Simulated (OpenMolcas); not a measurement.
## Tc3+: moving or changing the point charges

Tc3+ among 6 point charges of -1.7 e arranged as a tetragonal octahedron (D4h), 2.05 Å from the ion, with the axial distance 2.460 Å.
```
   2.0500    0.0000    0.0000  -1.70
   0.0000    2.0500    0.0000  -1.70
  -2.0500    0.0000    0.0000  -1.70
   0.0000   -2.0500    0.0000  -1.70
   0.0000    0.0000    2.4600  -1.70
   0.0000    0.0000   -2.4600  -1.70
```

* Program: OpenMolcas
* Method: SS-CASPT2, IPEA 0.25 Eh, imaginary shift 0.1 Eh (closed shells correlated: 4s 4p)
* Basis: ANO-RCC-VTZP [7s6p4d2f1g]
* Scalar Hamiltonian: DKH2, point nucleus
* Active space: 4 electrons in 5 orbitals (4d)
* State averaging: 2S+1 = 5 even, 5 roots; 2S+1 = 3 even, 45 roots; 2S+1 = 1 even, 50 roots
* Spin-orbit coupling: RASSI with atomic mean-field integrals over the reference wave functions

Runs around this geometry, states (labels of D4, the rotations of D4h). Energies in cm-1 above the lowest state or level, χT in cm3 K/mol.

| R (Å) | q (e) | Axial / equatorial distance | Ground state | First state of that spin | First gap with spin-orbit (degeneracies) | χT at 300 K | First state of another spin |
| --- | --- | --- | --- | --- | --- | --- | --- |
| 2.05 | -1.36 | 1.2 | 5B1 | 5B2 6570 | 6 (1, 1) | 2.526 | 3E 15220 |
| 2.05 | -1.7 | 1.2 | 5B1 | 5B2 8100 | 5 (1, 1) | 2.615 | 3E 14660 |
| 2.22 | -1.7 | 1.2 | 5B1 | 5B2 5560 | 6 (1, 1) | 2.446 | 3E 15750 |
| 2.05 | -1.7 | 1.3 | 5B1 | 5B2 7980 | 4 (1, 1) | 2.618 | 3E 15850 |

Taking the first state of the same spin as R^-n, n = -ln(5560 / 8100) / ln(2.22 / 2.05) = 4.7 between the shortest and longest distance.

Scaling the charges by -1.36 / -1.7 = 0.80 scales the first state of the same spin by 6570 / 8100 = 0.81; with fixed orbitals a first-order splitting would follow the charge.

Point charges give a weaker field than real ligands, and real ions of this kind are as a rule low spin; the high spin found here belongs to the model. Free-ion shares, where given, are those of the reference states; single-state CASPT2 does not remix them. This shell can be high or low spin here, a state of another spin lies low, and with metal d orbitals alone active their balance is uncertain, so the ground spin may be wrong (holds for R = 2.05, q = -1.7, ratio = 1.2). This is an electrostatic model: the charges have no orbitals. No measured value stands beside these numbers.
